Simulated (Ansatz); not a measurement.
A structure relaxed at B3LYP-D4/def2-SVP in Ansatz, charge -3, doublet:

Cartesian coordinates in Å:
```
Yb -0.0001 0.0001 0.0000
F 0.0808 -2.0673 0.6872
F -0.0809 2.0672 -0.6872
F 0.4943 0.7012 2.0040
F -0.4942 -0.7012 -2.0040
F -2.1267 0.0917 0.4710
F 2.1267 -0.0917 -0.4708
```

Question: Give its formula, name or SMILES.

Answer: [YbF6]3- (YbF6³⁻).

Question: Summarise the bond lengths by kind (pairs closer than 1.2 times the sum of covalent radii, bridged metal pairs left out).

Answer: 6 × F–Yb 2.18 Å. The metal has 6 neighbours: F 2.18 Å, F 2.18 Å, F 2.18 Å, F 2.18 Å, F 2.18 Å, F 2.18 Å.

In the def2 sets Yb takes a core potential; there is no spin–orbit coupling. With an open 4f shell the SCF may have ended on a state above the lowest. A multiply charged anion in the gas phase is held together partly by the finite basis. The highest occupied level of the charge -3 doublet lies above zero (up to 6.06 eV). It is a level of β spin, whose loss leaves a triplet; that state wasn't run at this geometry and level. The electron is either unbound and held by the finite basis, or the level is raised by self-interaction error. The relaxation made no stability test and no search for a lower SCF solution. No other spin state of charge -3 was run.
